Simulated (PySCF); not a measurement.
CH4ClFOSi2.

```xyz
10

F      2.6393    -0.7262    -0.4011
Si     1.3937    -0.0411     0.3918
O      1.0306     1.4820    -0.2208
C     -0.2492     1.4056    -0.8997
Si    -0.7341    -0.4209    -0.4918
Cl    -2.3205    -0.5716     0.8502
H      1.7921    -0.0134     1.8196
H     -0.1225     1.6152    -1.9761
H     -0.9418     2.1540    -0.4812
H     -1.0175    -1.3234    -1.6406
```
Charge 0, spin multiplicity 1.

Geometry optimised at B3LYP-D3(BJ)/def2-SVP. The structure was generated by enumeration; whether it is a known compound was not checked.

These are PBE/pcSseg-1 (PySCF) values and carry that method's errors. Non-relativistic, no solvent.

Computed absolute GIAO shielding of each atom: isotropic value and principal components (ppm):
```csv
atom,σ(iso),σ11,σ22,σ33,span
F1,283.0,183.9,299.2,365.9,182.0
Si2,308.0,272.7,320.4,330.7,58.0
O3,185.5,54.2,207.2,295.1,240.9
C4,104.9,68.2,91.8,154.7,86.5
Si5,293.8,239.3,297.8,344.2,104.8
Cl6,952.1,866.9,950.8,1038.6,171.7
H7,25.3,21.8,23.3,30.7,8.9
H8,26.5,22.6,25.3,31.4,8.8
H9,26.5,23.2,26.1,30.3,7.1
H10,24.9,21.4,23.9,29.3,7.9
```
